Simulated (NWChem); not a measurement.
BHOClF; SMILES B(F)(Cl)O

```xyz
5

B      0.0198    -0.4210     0.0000
F     -1.1253    -1.0911     0.0000
Cl    -0.0253     1.3311     0.0000
O      1.1993    -1.0571     0.0000
H      1.1046    -2.0168     0.0000
```
Atoms are numbered in this order, from 1.

All runs use the structure optimised with PBE0/def2-SVP.

 Unshifted, non-relativistic core excitations; the lowest 4 roots alone, so stronger bands may lie above.

List the first Cl K-edge excitations from PBE0/6-311G** (spherical d), restricted-window TDA (NWChem).


```tsv
state	energy (eV)	dipole oscillator strength	leading excitation (squared amplitude)
S1	2766.8	0.0013	1s of atom 3 or its equivalents → LUMO (1.00)
S2	2767.4	0.0016	1s of atom 3 or its equivalents → LUMO+1 (0.79)
S3	2769.0	0.0004	1s of atom 3 or its equivalents → LUMO+2 (0.76)
S4	2770.9	0.0003	1s of atom 3 or its equivalents → LUMO+3 (0.86)
```
